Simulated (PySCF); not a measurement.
## Computed properties of CH11ClSi4, SMILES [SiH]([SiH3])([SiH3])C[SiH2]Cl

CH11ClSi4, SMILES [SiH3][SiH]([SiH3])C[SiH2]Cl. Geometry: PBE0-D3(BJ)/def2-SVP. This is a generated structure with no PubChem entry under its InChIKey; it may be hypothetical. The values are those of a single conformer. All values are computed for the isolated molecule unless a solvent is named; none is compared with measurement here.

**Structure.** All 45 harmonic modes at PBE0-D3(BJ)/def2-SVP (PySCF) are real, so it is a minimum. With heavy atoms numbered as in [SiH3:1][SiH:2]([SiH3:3])[CH2:4][SiH2:5][Cl:6], the shortest bond between them is C4–Si5 at 1.867 Å and the longest Si2–Si3 at 2.349 Å.

**Vibrations.** The strongest infrared lines (harmonic, unscaled, degenerate partners summed) lie at 862 cm⁻¹ (419 km/mol, H 87 %, Si 9 %), 2231 cm⁻¹ (176 km/mol, H 96 %), 854 cm⁻¹ (168 km/mol, H 88 %, Si 11 %). The softest mode is at 37 cm⁻¹ and the zero-point energy is 65.9 kcal/mol.

**Electronic structure.** B3LYP/def2-TZVP (PySCF) places the frontier levels at -7.55 and -0.58 eV, a gap of 6.97 eV, and gives a dipole moment of 1.65 D. PBE/def2-TZVP (PySCF) at the same geometry gives -6.68 and -1.25 eV, so its gap is 1.54 eV narrower. An orbital gap is neither the optical nor the fundamental gap.

**Excitations.** TDA-ωB97X/def2-SVPD (PySCF) has S1 at 6.71 eV (185 nm, f = 0.041, weak); the most intense of the 6 singlets computed lies at 7.61 eV (f = 0.13). T1 (TDA) is at 5.89 eV, 0.82 eV under S1. TDA-PBE/def2-SVPD (PySCF) puts S1 at 5.77 eV. No vertical singlet excitation falls in the visible range (under 3.1 eV).

**NMR.** GIAO shifts at PBE0/pcSseg-1 (PySCF) (non-relativistic, atoms alike by connectivity averaged): ¹³C at -4.3 ppm against TMS; ¹H from 0.4 to 5.5 ppm against TMS; ²⁹Si from -102.3 to -4.0 ppm against TMS. Without spin–orbit terms, shifts of atoms bonded to Cl or Br come out too high.

**Solvation.** SMD-B3LYP/6-31G* (PySCF) gives 2.7 kcal/mol in water, -2.4 kcal/mol in cyclohexanone, -3.8 kcal/mol in dichloromethane (1 M in both phases, gas-phase geometry); of these solvents dichloromethane holds the molecule best.
